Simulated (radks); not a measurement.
Values are calculated unless marked as measured or tabulated.
Q: Numerical settings for the holmium ion Ho+, [Xe] 4f11 6s1. Code: a radial shooting solver on a logarithmic mesh with Libxc functionals. Model: Dirac Kohn-Sham, LDA (Slater exchange, Perdew-Wang correlation), spin-unpolarised, spherical densities, finite nucleus; open shells are shared between the two j in proportion to 2j + 1; Fermi nuclear charge, rms radius 5.2022 fm. The defaults (mesh step 0.008 in ln r, mesh end at 40 bohr or more with all orbitals vanishing there, Anderson mixing 0.5 over 9 steps, residual threshold near 1e-9 with the energy settled to 1e-9 hartree or 1e-11 of itself, here a cap of 84 iterations) give E = -12618.9322 hartree and 6s1/2 at -9.219 eV in 17 iterations. Times are rough (one thread of a shared host). One setting is changed at a time: mesh step in ln r 0.12; mesh step in ln r 0.03; mesh step in ln r 0.005; mesh end (bohr) 8; mesh end (bohr) 3; residual threshold 0.001; residual threshold 1e-16; mixing 0.01; linear mixing, mixing 0.5; linear mixing, mixing 1; mixing history 3; iteration cap 5. Which runs fail to converge, and which converge to a wrong energy?

A: Not converged within the cap: mesh step in ln r 0.12; residual threshold 1e-16; linear mixing, mixing 0.5; linear mixing, mixing 1; iteration cap 5. Settled on a wrong energy, with an occupied level pushed above zero by the early mesh end: mesh end (bohr) 3 (+1.73 hartree). Apart from these: settings that end as converged yet miss the energy by more than 1 mhartree: mesh end (bohr) 8 (+0.00301 hartree).
